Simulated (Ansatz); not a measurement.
Reaction (ligand exchange at the Si–N bond): `O[SiH](F)N[SiH2]F` + `[SH][GeH3]` → `O[SiH](F)[S][GeH3]` + `N[SiH2]F`

Program: Ansatz. Geometries: PBE0-D4/def2-TZVP. ΔE: electronic, gas phase. CCSD(T)/CBS is the MP2 limit (def2-TZVPP, def2-QZVPP) plus CCSD(T) − MP2 in def2-TZVPP, frozen cores. DFT in def2-TZVPP. For Ge outer-core shells are correlated without core-valence functions, which leaves a few kJ/mol of doubt a bond. Scalar relativity is left out up to krypton. Each species was taken in one conformer, which may not be the lowest.

| level | ΔE (kcal/mol) | difference from CCSD(T)/CBS |
| --- | --- | --- |
| revPBE-D4 | -1.3 | -2.5 |
| BLYP-D4 | 0.4 | -0.8 |
| r2SCAN-D4 | 0.3 | -0.9 |
| r2SCAN0-D4 | 0.8 | -0.4 |
| BHLYP-D4 | 1.6 | 0.4 |
| B2PLYP | 1.7 | 0.5 |
| revPBE | -0.5 | -1.7 |
| BLYP | 1.6 | 0.4 |
| PBE0 | 0.1 | -1.1 |
| r2SCAN0 | 0.9 | -0.3 |
| HF/def2-SVP | 3.3 | 2.1 |
| CCSD(T)/def2-SVP | 1.7 | 0.5 |
| SCS-MP2/def2-TZVPP | 1.9 | 0.7 |
| CCSD/def2-TZVPP | 2.7 | 1.5 |
| CCSD(T)/def2-TZVPP | 2.1 | 0.9 |
| HF/def2-QZVPP | 4.7 | 3.5 |
| CCSD(T)/CBS | 1.2 | 0 |

Largest T1 diagnostic among the species: 0.012.

The D4 term adds −1.0 kcal/mol with B3LYP and −0.5 kcal/mol with PBE0; it sums over pairs of atoms, weighted by their polarisabilities, and B3LYP, whose exchange is more repulsive, gets the larger term. In def2-TZVPP, CCSD(T) changes the Hartree–Fock value by −2.2 kcal/mol (the triples alone add −0.6 kcal/mol) and MP2 by −3.4 kcal/mol.

CCSD(T)/CBS has its own doubt, a few kJ/mol and more with outer-core shells, so smaller differences from it don't rank the levels.

B3LYP here is the variant with VWN-RPA as its local correlation; programs differ in this.
